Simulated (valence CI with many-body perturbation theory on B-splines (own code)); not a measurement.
# Dy LXII: one-electron terms

Computed by valence CI with perturbative core correlation (CI+MBPT): three valence electrons over a frozen Dirac-Fock core [He], radial functions for each j: 11 s, 11 p, 10 d, 8 f, 5 g, 2 h, with the one-electron correlation potential Σ1 (screened to all orders), the two-electron term Σ2, the three-electron term Σ3, Breit, model QED; selected single and double excitations, second order for the rest, scaled by the run's own slope (own B-spline code, finite nucleus).

The last digits are not significant, and no measured levels were compared; by estimate large intervals hold to a few tenths of a per cent, small ones and those within an open d or f shell to about a per cent.

These are the spectroscopic orbitals of the CI (the correlating ones are not listed), shaped by the core and the other valence electrons. h is the expectation value of the core's Dirac-Fock operator, without the valence repulsion; Σ1 is computed up to l = 3 at one energy for each symmetry, that of its lowest orbital but kept below the first core excitation, so for empty shells it is not the orbital's own correlation shift; Breit and QED include the response of the core, and the two lowest orbitals of each symmetry also the frequency dependence of Breit exchange, which makes a step in that column.

```
Orbital  h (hartree)  Σ1 (cm⁻¹)  Breit (cm⁻¹)  QED (cm⁻¹)  ⟨r⟩ (bohr)
  2s1/2      -560.43      -1512         86640      102363     0.08547
  3s1/2      -243.93       -382         24151       29737      0.1986
  4s1/2      -135.27       -150          9602       12192      0.3608
  5s1/2      -85.742      -74.5          4800        6138      0.5712
  6s1/2      -59.135      -42.3          2735        3510      0.8300
  7s1/2      -43.223      -26.3          1705        2193       1.137
  2p1/2      -554.44      -4039        173995        2337     0.07070
  3p1/2      -242.25       -926         46623         300      0.1849
  4p1/2      -134.59       -358         18542        98.0      0.3478
  5p1/2      -85.399       -176          9240        44.8      0.5590
  6p1/2      -58.938        -99          5258        24.4      0.8186
  7p1/2        -43.1      -61.6          3275        14.8       1.126
  2p3/2      -520.94      -2673         61135       12744     0.07703
  3p3/2       -232.3       -612         16921        3369      0.1939
  4p3/2      -130.41       -237          8009        1367      0.3597
  5p3/2      -83.274       -117          4034         687      0.5738
  6p3/2      -57.715      -66.3          2311         393      0.8364
  7p3/2      -42.333      -41.2          1447         246       1.147
  3d3/2      -231.71       -292          1752        -248      0.1633
  4d3/2      -130.17       -126           963       -53.4      0.3297
  5d3/2      -83.149      -64.9           482       -17.1      0.5444
  6d3/2      -57.643      -37.7           292        -6.9      0.8076
  7d3/2      -42.288      -23.8           188        -3.3       1.119
  3d5/2      -228.85       -253           571        1095      0.1664
  4d5/2      -128.95       -108           314         509      0.3335
  5d5/2      -82.527      -55.7           149         270      0.5490
  6d5/2      -57.283      -32.3          90.2         159      0.8130
  7d5/2      -42.061      -20.4          58.4         101       1.125
  4f5/2      -128.91      -23.9          10.8        -149      0.2864
  5f5/2      -82.507      -13.5           8.9       -72.2      0.5021
  6f5/2      -57.271       -8.2           5.6       -40.5      0.7664
  7f5/2      -42.054       -5.3           4.0       -25.1       1.079
  4f7/2      -128.32      -22.5           3.1         136      0.2884
  5f7/2      -82.204      -12.7           2.6        73.8      0.5045
  6f7/2      -57.096       -7.7           1.5        44.0      0.7691
  7f7/2      -41.944       -5.0           1.1        28.2       1.082
  5g7/2      -82.198                      0.0       -48.0      0.4403
  6g7/2      -57.093                      0.0       -27.7      0.7050
  7g7/2      -41.942                      0.0       -17.4       1.018
  5g9/2      -82.019                      0.0        38.6      0.4419
  6g9/2      -56.989                      0.0        22.5      0.7067
  7g9/2      -41.876                      0.0        14.3       1.020
  6h9/2      -56.988                                           0.6261
 6h11/2      -56.919                                           0.6274
```

Among the shells of the start configuration 2s2 2p1, Σ1 is largest in size for 2p1/2, where it is 0.0033 % of h.

Lowest root of each symmetry, sizes in configuration state functions:

```
   J  Parity  Roots  Reference  Variational  Second order  Change by selected CI (cm⁻¹)  Change by second order (cm⁻¹)
 1/2    even     24         82        13169          6881                        -12786                              0
 3/2    even     29        120        20813         14835                         -7251                              0
 5/2    even     24        121        23441         30264                        -10361                             -1
 7/2    even     10         89        18241         22360                         -6326                             -5
 9/2    even      4         60        12108         10869                        -11863                             -2
11/2    even      1         26         5032          4958                         -8135                             -2
 1/2     odd     22         80        12729          9118                        -11321                              0
 3/2     odd     30        122        20518         17805                        -10153                              0
 5/2     odd     20        116        21540         29144                        -15084                             -1
 7/2     odd     10         92        17041         28064                        -10889                             -3
 9/2     odd      2         55         7996          8189                         -6289                             -3
11/2     odd      1         29         5916         10176                        -12349                             -4
```
